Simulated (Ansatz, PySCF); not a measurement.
Br2W, SMILES [Br][W][Br] (connectivity only; charge and spin as stated), neutral, multiplicity 5. Atoms are numbered in the order given.

```xyz
3

W      0.0000     0.0000    -0.3280
Br     0.0000     2.3010     0.4661
Br     0.0000    -2.3010     0.4661
```
Charge 0, spin multiplicity 5.

Coordinates come from a r2SCAN-D4/def2-SVP optimisation. The spin state was assumed, not searched. The def2 effective core potentials stand for the cores of W; spin–orbit coupling is left out.

Two levels are set side by side: PBE-D3(BJ)/def2-SVP (Ansatz, a quantum-chemistry and plane-wave program) and r2SCAN-D4/def2-SVP (Ansatz). Each level has its own optimised geometry; the coordinates shown are those of the second. Frequencies come from the Hessian of PySCF at each geometry. Differences are taken from unrounded values.

```tsv
quantity	r2SCAN-D4	PBE-D3(BJ)	PBE-D3(BJ) minus r2SCAN-D4
mean bond length (Å)	2.434	2.432	-0.003
bond W1–Br2 (Å)	2.434	2.432	-0.003
bond W1–Br3 (Å)	2.434	2.432	-0.003
highest harmonic wavenumber (cm⁻¹)	276	272	-4
mean harmonic wavenumber (cm⁻¹)	185	183	-1
zero-point energy (kcal/mol)	0.79	0.79	-0.01
```

On these quantities the two levels nearly agree.
